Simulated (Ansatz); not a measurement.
```yaml
crystal:
  periodic: [false, false, false]
  atoms:
    - {symbol: Cl, position_ang: [-0.669561, 1.208132, 2.209337]}
    - {symbol: C, position_ang: [-0.162781, 0.404857, 0.803213]}
    - {symbol: C, position_ang: [1.002602, -0.207336, 0.538880]}
    - {symbol: O, position_ang: [0.970110, -0.726459, -0.743401]}
    - {symbol: Si, position_ang: [-0.616112, -0.110514, -0.905880]}
    - {symbol: H, position_ang: [1.907378, -0.355397, 1.120350]}
    - {symbol: H, position_ang: [-1.620184, -1.180306, -1.104722]}
    - {symbol: H, position_ang: [-0.719352, 0.909922, -1.973678]}
basis:
  gaussian: {orbitals: "6-31G*"}
magnetization: {spin_polarized: true, initial_magnetization: 0}
hamiltonian: {xc: {name: B3LYP5}}
accuracy: high
output: {forces: true}
```

```sh
$ ansatz run in.yaml --threads 2 --pin off --events-out ev --progress --plain --max-ram 4352MiB
```

It prints (some lines left out):

```
Functional definition: B3LYP5
1960 factors; integrals over basis functions are off by at most 3.9e-9 eV
mean field evaluation 1: about -24558.7714 eV, gradient 3.4e1 eV
mean field evaluation 2: about -24552.3463 eV, gradient 5.2e1 eV
mean field evaluation 4: about -24563.2590 eV, gradient 4.4e0 eV
mean field evaluation 8: about -24563.4653 eV, gradient 3.5e-1 eV
mean field evaluation 16: about -24563.4659 eV, gradient 1.8e-5 eV
mean field -24563.46588224 eV, -902.6907214572 hartree, gradient 2.4e-8 eV, S^2 0.000000; 0 other end points of the search recorded, 0 dependent functions left out
reference -24563.46592174 eV, -902.6907229087 hartree; 27, 27 occupied and 62, 62 virtual orbitals, 1960 factors
Total energy: -24563.46592174 eV, -902.6907229087 hartree
Atom 0 at    -0.669561     1.208132     2.209337 Å, force    -0.250450     0.376396     0.645898 eV/Å
Atom 1 at    -0.162781     0.404857     0.803213 Å, force    -0.037350    -0.115421    -0.314928 eV/Å
Atom 2 at     1.002602    -0.207336     0.538880 Å, force     0.377848     0.005054     0.401713 eV/Å
Atom 3 at     0.970110    -0.726459    -0.743401 Å, force     0.505104    -0.365399    -0.353294 eV/Å
Atom 4 at    -0.616112    -0.110514    -0.905880 Å, force    -0.608801     0.118392    -0.348327 eV/Å
Atom 5 at     1.907378    -0.355397     1.120350 Å, force     0.097470    -0.027922     0.034125 eV/Å
Atom 6 at    -1.620184    -1.180306    -1.104722 Å, force    -0.050768    -0.016379    -0.023760 eV/Å
Atom 7 at    -0.719352     0.909922    -1.973678 Å, force    -0.033053     0.025279    -0.041427 eV/Å
Dipole moment:    -0.085793    -0.023781    -0.145892 e Å
```

Hardware: 2 threads of an Arm Neoverse V1 on a shared host. Wall time 11 s, peak host memory 0.46 GiB.
